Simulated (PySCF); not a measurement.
From a computed spectrum to the compound

A species of 7 atoms with charge 0 has these harmonic modes (PBE, small Gaussian bases with core potentials, PySCF 2.14.0):

| cm⁻¹ | km/mol | symmetry |
| --- | --- | --- |
| 57 | 11.8 | a'' |
| 106 | 14.2 | a' |
| 140 | 10.9 | a'' |
| 230 | 37.5 | a' |
| 310 | 22.5 | a' |
| 317 | 1.1 | a'' |
| 321 | 208.0 | a' |
| 404 | 13.3 | a' |
| 613 | 14.2 | a'' |
| 917 | 174.6 | a'' |
| 918 | 176.9 | a' |
| 969 | 8.5 | a' |
| 1564 | 81.1 | a' |
| 3666 | 186.1 | a' |
| 3754 | 221.4 | a'' |

Problem. Which species is it, and in which structure?

Solution. WO3(H2O) (singlet):
```xyz
7

W     0.0311   -0.0276    0.0276
O     1.0317    0.9343    1.0886
O    -1.0574   -0.9932    0.9932
O     1.0317   -1.0886   -0.9343
O    -1.1553    1.2786   -1.2786
H    -1.6553    2.0410   -0.9231
H    -1.6553    0.9231   -2.0410
```
Ideal gas at 298.15 K and 1 bar: S = 366.1 J/(mol K), Cp = 102.1 J/(mol K), H − H(0 K) = 21.8 kJ/mol (rigid rotor, harmonic modes, spin degeneracy alone; the modes under 60 cm⁻¹ make these uncertain). 
 This is one of several that fit.
